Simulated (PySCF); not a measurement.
## UHF on As(2+) (arsenic, charge +2)

Configuration: [Ar] 3d10 4s2 4p1, 2P determinant. Calculation: PySCF 2.14, in def2-TZVP (6s5p4d1f, 48 functions); the non-relativistic Hamiltonian (point nucleus).

```
Total energy                                                  : -2233.186208 hartree
One-electron energy                                           : -3089.1595 hartree
Hartree (Coulomb) energy                                      : 936.9201 hartree
Exchange energy                                               : -80.9468 hartree
Kinetic energy                                                : 2233.07812 hartree
⟨S²⟩                                                          : 0.7591
⟨L²⟩                                                          : 2.028
Sum of ⟨r⟩                                                    : 19.10 bohr
Sum of ⟨r²⟩                                                   : 22.90 bohr²
Traceless quadrupole moment −½Σ⟨3z² − r²⟩ along its main axis : -2.24 e·bohr²
Density at the nucleus (Gaussians lack the cusp)              : 24100 bohr⁻³
Spin density at the nucleus                                   : -0.117 bohr⁻³
Langevin diamagnetic susceptibility                           : -18.1 ×10⁻⁶ cm³/mol
Time after the integrals                                      : 0.25 s of wall time on 1 thread of AMD EPYC 7R43 64-Core Processor (shared host)
```

```tsv
shell	electrons	mean orbital energy (eV)	spread (eV)	rms radius, mean of both spins (bohr)
1s α	1	-11793.3	0	0.0537
1s β	1	-11793.2	0	0.0537
2s α	1	-1554.1	0	0.224
2s β	1	-1554.0	0	0.224
2p α	3	-1386.6	0.062	0.198
2p β	3	-1386.5	0.203	0.198
3s α	1	-240.25	0	0.649
3s β	1	-240.05	0	0.649
3p α	3	-181.71	0.066	0.671
3p β	3	-181.45	0.659	0.671
3d α	5	-79.129	0.375	0.742
3d β	5	-78.998	0.645	0.742
4s α	1	-38.344	0	2.01
4s β	1	-35.586	0	2.01
4p α	1	-27.758	0	2.33
```
